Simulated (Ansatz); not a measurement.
Relaxation of the cluster B2As with UKS PBE-D4/def2-TZVP.

```sh
$ ansatz run in.yaml --threads 4 --pin off --events-out ev --progress --plain --max-ram 3916MiB
```

```yaml
crystal:
  periodic: [false, false, false]
  atoms:
    - {symbol: B, position_ang: [1.051770, -0.187740, 0.000200]}
    - {symbol: B, position_ang: [-0.305180, -0.789990, -0.005960]}
    - {symbol: As, position_ang: [-0.746580, 0.977730, 0.005760]}
basis:
  gaussian: {orbitals: def2-TZVP}
magnetization: {spin_polarized: true, initial_magnetization: 1}
hamiltonian: {xc: pbe, dispersion: d4}
scf: {lower_state_search: "off"}
output: {orbitals: {seedname: orbitals}}
relax: {f_tol: 0.02, max_steps: 100}
```

Hardware: 4 threads of Arm Neoverse V1 on a shared host. Wall time 4.6 s.

Positions (Å) and forces (eV/Å) at steps 1, 2, 4, 6 of 6:

```xyz
3
step=1 energy=-62178.3553 eV
B     1.052   -0.188    0.000    1.431    0.727    0.007
B    -0.305   -0.790   -0.006   -1.437   -0.984   -0.009
As   -0.747    0.978    0.006    0.006    0.258    0.002
3
step=2 energy=-62178.3941 eV
B     1.062   -0.176    0.000    0.486    0.276    0.003
B    -0.321   -0.802   -0.006   -0.482   -0.477   -0.004
As   -0.741    0.978    0.006   -0.004    0.201    0.001
3
step=4 energy=-62178.4023 eV
B     1.064   -0.164    0.000   -0.027    0.001    0.000
B    -0.331   -0.817   -0.006    0.019   -0.013    0.000
As   -0.733    0.981    0.006    0.008    0.012    0.000
3
step=6 energy=-62178.4024 eV
B     1.062   -0.162    0.000    0.001    0.000    0.000
B    -0.331   -0.818   -0.006    0.000   -0.001    0.000
As   -0.731    0.981    0.006   -0.001    0.001    0.000
```

The relaxation made no stability test and no search for a lower SCF solution. The structure comes from a short search, and lower isomers may exist.
